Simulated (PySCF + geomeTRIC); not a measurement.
Species: H₂BrGaO₂, SMILES `[OH][Ga]([OH])[Br]` (H–O–Ga–Br torsion 0°, Br–Ga–O–H torsion 180°) (charge 0, multiplicity 1).

Task: Give a relaxed geometry from TPSSh-D3(BJ)/def2-TZVP (PySCF + geomeTRIC).

Result: Several could match; the one computed here: the end point of this relaxation, one of several conformers (outside a Z-matrix the atoms follow the SMILES, hydrogens last).
Z-matrix (Å, degrees):
```
Ga
O 1 1.7764
H 2 0.9664 1 111.73
O 1 1.7833 2 119.07 3 -0.11
H 4 0.9653 1 112.89 2 179.89
Br 1 2.2717 2 119.22 3 179.91
```
